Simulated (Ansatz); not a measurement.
Start from `N[SiH](O)[Si](N)(O)O` and change one atom or group to get `N[Si](O)(O)F`.

Ansatz, PBE0-D4/def2-TZVP geometries, multiplicity 1. Each molecule was computed in one conformer, which needn't be the lowest.

```tsv
property	`N[SiH](O)[Si](N)(O)O`
LUMO energy (B3LYP/def2-TZVPP) / eV	0.04
HOMO energy (ωB97M-V/def2-TZVPP) / eV	-9.17
size of the dipole moment (ωB97M-V/def2-TZVPP) / D	1.89
LUMO energy (PBE/def2-TZVPP) / eV	-0.53
LUMO energy (ωB97M-V/def2-TZVPP) / eV	1.87
HOMO energy (PBE0/def2-TZVPP) / eV	-6.99
```

(1) What does the change do to each property? (Estimate.)

## Answers

(1) Computed: 
```tsv
property	`N[Si](O)(O)F`	shift
LUMO energy (B3LYP/def2-TZVPP) / eV	0.14	0.10
HOMO energy (ωB97M-V/def2-TZVPP) / eV	-10.43	-1.26
size of the dipole moment (ωB97M-V/def2-TZVPP) / D	1.67	-0.22
LUMO energy (PBE/def2-TZVPP) / eV	-0.34	0.19
LUMO energy (ωB97M-V/def2-TZVPP) / eV	1.97	0.10
HOMO energy (PBE0/def2-TZVPP) / eV	-8.00	-1.01
```

With PBE0 the HOMO falls by 1.01 eV and the LUMO rises by 0.24 eV, so the gap widens by about 1.25 eV. PBE moves the HOMO by -0.77 eV and ωB97M-V by -1.26 eV. Dipoles are sizes alone; their direction can turn.

B3LYP here is the variant with VWN-RPA as its local correlation; programs differ in this.
